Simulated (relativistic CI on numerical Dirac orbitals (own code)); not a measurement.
## One change at a time: Gd XLIV

Base calculation: Dirac-Coulomb-Breit CI, separate exchange-only KLI orbitals for each configuration, model QED (radiative potential, 1s self-energy scaled to tabulated hydrogen-like ionisation energies), unscaled Slater integrals.

CI space (outside the closed core [Ne]): 3s²3p⁶3d³, 3s²3p⁵3d⁴, 3s3p⁶3d⁴, 3s²3p⁶3d²4s, 3s²3p⁶3d²4p, 3s²3p⁶3d²4d, 3s²3p⁵3d³4s, 3s²3p⁶3d²4f, 3s²3p⁵3d³4p, 3s3p⁶3d³4s, 3p⁶3d⁴4p, 3s3p⁶3d³4p, 3s²3p⁶3d4s4p, 3s²3p⁶3d²5s, 3s3p⁶3d³4d, 3s²3p⁶3d²5p, 3s²3p⁶3d4p4d, 3s²3p⁶3d²5f, 3s3p⁶3d²4s4p, 3p⁶3d⁵, 3p⁵3d⁶, 3p⁵3d⁵4s, 3p⁶3d⁴4s, 3p⁵3d⁴4s², 3s²3p⁶3d4s², 3s²3p⁶4s²4p, 3s²3p⁶4s²4d, 3s²3p⁶3d4p², 3s²3p⁶4s4p², 3s²3p⁶4p³, 3s²3p⁶4p²4d, 3s²3p⁵3d4s4p². Double excitations out of closed p, d and f shells are left out; levels of such configurations are missing from the list, as are those of other unlisted configurations, and high levels can miss mixing partners. These lack a partner that the ground configuration has and come out too high: 3s²3p⁵3d³4p.

Variants: (1) valence Slater integrals scaled by 0.9; (2) configuration mixing switched off; (3) non-relativistic limit. Shifts of the energy above 3s²3p⁶3d³ ⁴F3/2, in cm⁻¹, for the lowest level and the first level of each name with at least 55 % of one term (blank where a level changes its place among those of its configuration and J or its character, or is not in the variant):

```csv
Level,Base,Δ(1),Δ(2),Δ(3)
3s²3p⁶3d³ ⁴F3/2,0,0,0,0
3s²3p⁶3d³ ⁴F5/2,238667,+5102,-758,-238667
3s²3p⁶3d³ ⁴P1/2,323261,-3656,+1561,-228273
3s²3p⁶3d³ ⁴F7/2,543461,+2666,-747,
3s²3p⁶3d³ ²P1/2,628657,-4476,+1261,-492385
3s²3p⁶3d³ ²H11/2,639014,-6713,-2606,-499233
3s²3p⁶3d³ ²F7/2,708048,-13544,+1680,-474394
3s²3p⁶3d³ ²D3/2,827858,-19618,+892,-682203
3s²3p⁵3d⁴ ⁴I°15/2,2478183,+10544,-4727,-603632
```

At this charge energies of transitions that change n are usually good to better than 1 %, and those within a shell (Δn = 0) to a few per cent.

Ionisation energy from the two ground configurations alone: base 3424.09 eV. The NIST ASD value (theoretical) is 3424 eV.

LS names give the leading component of a level, which can be under half, so a name can repeat, a term be missing and a line seem to break the LS rules.
